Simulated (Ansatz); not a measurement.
`[OH][In]([OH])[Cl]` and `[OH][In]([Cl])[O][SiH3]` differ in one atom or group.

Ansatz, PBE0-D4/def2-TZVP geometries, multiplicity 1. Each molecule was computed in one conformer, which needn't be the lowest.

Elements past krypton have def2 core potentials.

| property | `[OH][In]([OH])[Cl]` |
| --- | --- |
| HOMO–LUMO gap (ωB97M-V/def2-TZVPP) / eV | 10.99 |
| HOMO–LUMO gap (B3LYP/def2-TZVPP) / eV | 6.10 |
| LUMO energy (ωB97M-V/def2-TZVPP) / eV | -0.30 |
| size of the dipole moment (PBE/def2-TZVPP) / D | 1.56 |
| LUMO energy (PBE0/def2-TZVPP) / eV | -2.22 |
| HOMO energy (ωB97M-V/def2-TZVPP) / eV | -11.29 |

**Question.** What does the change do to each property? (Estimate.)

**Answer.** The calculation gave: 
```tsv
property	`[OH][In]([Cl])[O][SiH3]`	shift
HOMO–LUMO gap (ωB97M-V/def2-TZVPP) / eV	10.51	-0.48
HOMO–LUMO gap (B3LYP/def2-TZVPP) / eV	5.72	-0.38
LUMO energy (ωB97M-V/def2-TZVPP) / eV	-0.53	-0.23
size of the dipole moment (PBE/def2-TZVPP) / D	1.30	-0.26
LUMO energy (PBE0/def2-TZVPP) / eV	-2.46	-0.24
HOMO energy (ωB97M-V/def2-TZVPP) / eV	-11.04	0.25
```

With PBE0 the HOMO rises by 0.23 eV and the LUMO falls by 0.24 eV, so the gap narrows by about 0.47 eV. PBE moves the HOMO by 0.01 eV and ωB97M-V by 0.25 eV. Dipoles are sizes alone; their direction can turn.

B3LYP here is the variant with VWN-RPA as its local correlation; programs differ in this.
